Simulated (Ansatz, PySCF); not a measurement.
Bond stretch in HF (cation, charge +1), doublet.

- ROCCSDT = CCSDT on ROHF/cc-pVDZ, frozen core in Ansatz (a first-principles code)
- UKS-B3LYP/6-31G* = unrestricted B3LYP/6-31G*, spherical d (PySCF)
- UCCSDT(Q) = Ansatz with CCSDT(Q) on UHF/cc-pVDZ, frozen core

Total energies in hartree (comparable only within one method and basis):

| R / Å | ROCCSDT | UKS-B3LYP/6-31G* | UCCSDT(Q) |
|---|---|---|---|
| 0.76 | -99.59241 | -99.76347 | -99.59252 |
| 0.80 | -99.62066 | -99.79333 | -99.62078 |
| 0.87 | -99.65059 | -99.82614 | -99.65072 |
| 0.91 | -99.65981 | -99.83696 | -99.65994 |
| 0.95 | -99.66501 | -99.84369 | -99.66515 |
| 0.97 | -99.66642 | -99.84583 | -99.66657 |
| 1.01 | -99.66738 | -99.84816 | -99.66753 |
| 1.05 | -99.66637 | -99.84842 | -99.66653 |
| 1.09 | -99.66390 | -99.84711 | -99.66407 |
| 1.11 | -99.66225 | -99.84600 | -99.66241 |
| 1.17 | -99.65605 | -99.84133 | -99.65622 |
| 1.27 | -99.64329 | -99.83082 | -99.64347 |
| 1.36 | -99.63084 | -99.82017 | -99.63101 |
| 1.53 | -99.60797 | -99.80029 | -99.60814 |
| 1.65 | -99.59352 | -99.78766 | -99.59367 |
| 1.82 | -99.57611 | -99.77249 | -99.57626 |
| 2.02 | -99.56033 | -99.75881 | -99.56047 |
| 2.19 | -99.55052 | -99.75030 | -99.55065 |
| 2.49 | -99.53943 | -99.74056 | -99.53957 |
| 2.70 | -99.53505 | -99.73660 | -99.53519 |
| 3.00 | -99.53164 | -99.73354 | -99.53178 |
| 3.47 | -99.52943 | -99.73230 | -99.52957 |
| 4.03 | -99.52853 | -99.73330 | -99.52867 |

The unrestricted determinant behind UKS-B3LYP/6-31G* is spin-contaminated at 2.19 to 4.03 Å (<S²> up to 1.0, against 0.75 for a pure doublet).
